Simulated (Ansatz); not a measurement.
**Which method gave which barrier?**

Saddle point of CH$_{7}$ClGe, singlet (CH₆Ge ([CH3][GeH3]) + HCl → GeH₃Cl ([Cl][GeH3]) + CH₄; bonds formed: Ge1–Cl7, C2–H6; bonds broken: Ge1–C2, H6–Cl7), PBE0-D4/def2-TZVP structure:

```
atom    x (Å)    y (Å)    z (Å)
 Ge1  -0.4006   0.4022  -0.9998
  C2   0.3763  -0.8084   0.7281
  H3  -1.8399   0.8583  -0.8159
  H4   0.6642   1.2686  -1.6549
  H5  -0.4214  -0.9694  -1.7328
  H6   0.1992   0.4222   0.8029
 Cl7  -0.0193   2.1899   1.0129
  H8  -0.4782  -1.4818   0.7275
  H9   1.2189  -1.2016   0.1633
 H10   0.7007  -0.6800   1.7686
```

Ansatz 0.2.0; basis: def2-TZVPP, with def2-QZVPP for the basis limit; cores frozen in the correlated methods. Filled d shells of the heavier atoms are correlated. The def2 sets are not built for correlating such inner shells, so the correlated values are less sure here. Extrapolation: Hartree–Fock as exp(−7.88 √X), correlation as X^−2.97. Four methods, as single points on the PBE0-D4 structures, gave these electronic barriers from the start structure: 152.8, 165.3, 192.2, 222.3 kJ/mol.

The methods were, in alphabetical order, CCSD(T), HF, PBE-D4, PBE0-D4. Which gave which? (A judgement: the text doesn't fix the answer.)

Computed: PBE-D4 152.8; PBE0-D4 165.3; CCSD(T) 192.2; HF 222.3 kJ/mol. For comparison, CCSD(T) at an estimated basis limit (MP2 extrapolated from triple and quadruple zeta, plus CCSD(T) − MP2 in triple zeta) gives 183.2 kJ/mol.

T1 diagnostic: at most 0.011. The end structure is not quite a true minimum (one mode of 27i cm⁻¹).

Labels in which every atom is bracketed show which atoms are joined, not bond orders.

For scale, one of the runs: CCSD(T)/def2-TZVPP, 219 basis functions, launched by `ansatz run in.yaml --threads 3 --pin off --events-out ev --progress --plain --max-ram 6092MiB`. Hardware: 3 CPU threads of an Intel Xeon, shared host. Wall time 51 s; peak host memory 3.5 GiB.
